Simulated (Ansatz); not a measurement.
Task: Name a neutral molecule of C, F, Ge, O, Si and H with LUMO energy (ωB97M-V/def2-TZVPP) between 0.60 and 0.90 eV and HOMO energy (PBE/def2-TZVPP) between -7.25 and -6.95 eV (Ansatz, PBE0-D4/def2-TZVP geometry).

Result: `[OH][GeH2][C]#C[SiH](O)F` (0.72 eV, -7.19 eV). Other molecules can fit too; these were computed, each in one conformer that needn't be the lowest.
